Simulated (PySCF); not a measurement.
**How methods differ on the excitation energy of Ir+**

Ir+ [Xe] 4f14 5d7 6s1 (5F) → Ir+ [Xe] 4f14 5d8 (3F), as a difference of total energies. Calculation: PySCF 2.14, in x2c-TZVPPall (11s7p7d3f1g, 97 functions); the spin-free X2C one-electron Hamiltonian (Gaussian nucleus). Correlated levels: valence: [Xe] 4f14 frozen; valence and next inner shell: [Kr] 4d10 4f14 frozen. The calculations carry no spin-orbit coupling.

```json
{"method": "UHF", "excitation energy (cm⁻¹)": "6591.1", "error (cm⁻¹)": "+3675"}
{"method": "LDA", "excitation energy (cm⁻¹)": "1545.7", "error (cm⁻¹)": "-1371"}
{"method": "PBE", "excitation energy (cm⁻¹)": "2562.0", "error (cm⁻¹)": "-354"}
{"method": "PBE0", "excitation energy (cm⁻¹)": "2341.3", "error (cm⁻¹)": "-575"}
{"method": "r2SCAN", "excitation energy (cm⁻¹)": "5175.9", "error (cm⁻¹)": "+2260"}
{"method": "CAM-B3LYP", "excitation energy (cm⁻¹)": "850.12", "error (cm⁻¹)": "-2066"}
{"method": "M06", "excitation energy (cm⁻¹)": "-1216.5", "error (cm⁻¹)": "-4133"}
{"method": "M06-L", "excitation energy (cm⁻¹)": "3880.9", "error (cm⁻¹)": "+965"}
{"method": "MP2 (valence)", "excitation energy (cm⁻¹)": "1572.2", "error (cm⁻¹)": "-1344"}
{"method": "SCS-MP2 (valence)", "excitation energy (cm⁻¹)": "-1030.8", "error (cm⁻¹)": "-3947"}
{"method": "MP2 (valence and next inner shell)", "excitation energy (cm⁻¹)": "2745.9", "error (cm⁻¹)": "-170"}
{"method": "SCS-MP2 (valence and next inner shell)", "excitation energy (cm⁻¹)": "919.76", "error (cm⁻¹)": "-1996"}
```

Reference: 2916.2 cm⁻¹ (measured; NIST levels, between the centres of gravity of the two terms).

Errors of the correlated levels include the incompleteness of this basis and the frozen core.
